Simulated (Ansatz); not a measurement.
Input file for `C[C@@]12[C@H]3[C@H]4[C@H]5[C@@H]1[TiH]45321678([Cl])[C@@H]2[C@H]1[C@H]6[C@@]7(C)[C@@H]28`:

```yaml
crystal:
  periodic: [false, false, false]
  atoms:
    - {symbol: C, position_ang: [-2.877893, 0.661967, 1.550711]}
    - {symbol: C, position_ang: [-1.971586, 1.159536, 0.479344]}
    - {symbol: C, position_ang: [-2.116720, 0.938895, -0.909161]}
    - {symbol: C, position_ang: [-1.080280, 1.609039, -1.590671]}
    - {symbol: C, position_ang: [-0.273483, 2.237812, -0.619238]}
    - {symbol: C, position_ang: [-0.821158, 1.954455, 0.652948]}
    - {symbol: Ti, position_ang: [-0.070852, -0.062792, -0.294756]}
    - {symbol: Cl, position_ang: [-1.390348, -1.955068, -0.214617]}
    - {symbol: C, position_ang: [1.455175, 0.006699, 1.455004]}
    - {symbol: C, position_ang: [2.054110, 0.653244, 0.348160]}
    - {symbol: C, position_ang: [2.245255, -0.305559, -0.663870]}
    - {symbol: C, position_ang: [1.800151, -1.562239, -0.180828]}
    - {symbol: C, position_ang: [1.839471, -2.850822, -0.922296]}
    - {symbol: C, position_ang: [1.323747, -1.358296, 1.127103]}
    - {symbol: H, position_ang: [-2.362449, 0.596712, 2.510543]}
    - {symbol: H, position_ang: [-3.724930, 1.343846, 1.674285]}
    - {symbol: H, position_ang: [-3.269383, -0.325266, 1.303997]}
    - {symbol: H, position_ang: [-2.869297, 0.314033, -1.363928]}
    - {symbol: H, position_ang: [-0.945005, 1.654162, -2.658676]}
    - {symbol: H, position_ang: [0.601135, 2.836020, -0.819094]}
    - {symbol: H, position_ang: [-0.436070, 2.299085, 1.601137]}
    - {symbol: H, position_ang: [0.279003, -0.200920, -1.918810]}
    - {symbol: H, position_ang: [1.187894, 0.462657, 2.395646]}
    - {symbol: H, position_ang: [2.314891, 1.697580, 0.290087]}
    - {symbol: H, position_ang: [2.685034, -0.131015, -1.633559]}
    - {symbol: H, position_ang: [1.011873, -3.495778, -0.625868]}
    - {symbol: H, position_ang: [2.776676, -3.378777, -0.720405]}
    - {symbol: H, position_ang: [1.770883, -2.684617, -1.998469]}
    - {symbol: H, position_ang: [0.864156, -2.114593, 1.745294]}
basis:
  gaussian: {orbitals: def2-TZVPP}
correlation: {method: ccsd_t}
output: {orbitals: {seedname: orbitals}}
```

```sh
$ ansatz run in.yaml --threads 11 --pin off --events-out ev --progress --plain --max-ram 110592MiB --backend cuda --devices 0, --max-vram 75GiB
```

The program prints (abridged):

```
Functional definition: HF
4132 factors; integrals over basis functions are off by at most 1.3e-3 eV
mean field evaluation 1: about -48185.9501 eV, gradient 6.7e1 eV
mean field evaluation 2: about -48186.8904 eV, gradient 6.7e1 eV
mean field evaluation 4: about -48198.0658 eV, gradient 2.1e1 eV
mean field evaluation 8: about -48199.1761 eV, gradient 1.1e0 eV
mean field evaluation 16: about -48199.1841 eV, gradient 1.4e-6 eV
mean field -48199.18407387 eV, -1771.2873441343 hartree, gradient 1.5e-6 eV, S^2 0.000000; 0 other end points of the search recorded, 0 dependent functions left out
22 core orbitals not correlated: weight in the atoms' cores, before any rotation towards them, 1.000 or more for the frozen orbitals, at most 0.000 for the correlated occupied ones
reference -48199.18407387 eV, -1771.2873441343 hartree; 41, 41 occupied and 625, 625 virtual orbitals, 4132 factors
second order -73.05901137 eV of doubles, -0.00000000 eV of singles
cycle   1  -70.06565246 eV  change     3.0e0 eV  update   3.5e-1
cycle   2  -72.40095452 eV  change    -2.3e0 eV  update   3.1e-1
cycle   3  -73.31825602 eV  change   -9.2e-1 eV  update   7.0e-2
cycle   4  -73.42723233 eV  change   -1.1e-1 eV  update   2.9e-2
cycle   5  -73.40933064 eV  change    1.8e-2 eV  update   9.3e-3
cycle   6  -73.40221330 eV  change    7.1e-3 eV  update   4.8e-3
cycle   7  -73.40133435 eV  change    8.8e-4 eV  update   2.6e-3
cycle   8  -73.39985901 eV  change    1.5e-3 eV  update   1.2e-3
cycle   9  -73.39990080 eV  change   -4.2e-5 eV  update   6.5e-4
cycle  10  -73.40103145 eV  change   -1.1e-3 eV  update   3.2e-4
cycle  11  -73.40080017 eV  change    2.3e-4 eV  update   1.9e-4
cycle  12  -73.40041795 eV  change    3.8e-4 eV  update   1.2e-4
cycle  13  -73.40062654 eV  change   -2.1e-4 eV  update   7.2e-5
cycle  14  -73.40044876 eV  change    1.8e-4 eV  update   3.8e-5
cycle  15  -73.40053551 eV  change   -8.7e-5 eV  update   2.4e-5
cycle  16  -73.40058214 eV  change   -4.7e-5 eV  update   1.0e-5
perturbative correction -4.33933600 eV, -0.1594676567 hartree
Total energy: -48276.92399201 eV, -1774.1442334321 hartree
```

Run time 6.1 min (11 threads of an AMD EPYC 7R13 on a shared host and a whole NVIDIA H100 80 GB); peak host memory 5.4 GiB.

The correlation energy is -77.740 eV, 5.6 % of it from (T); the T1 diagnostic reads 0.0164.
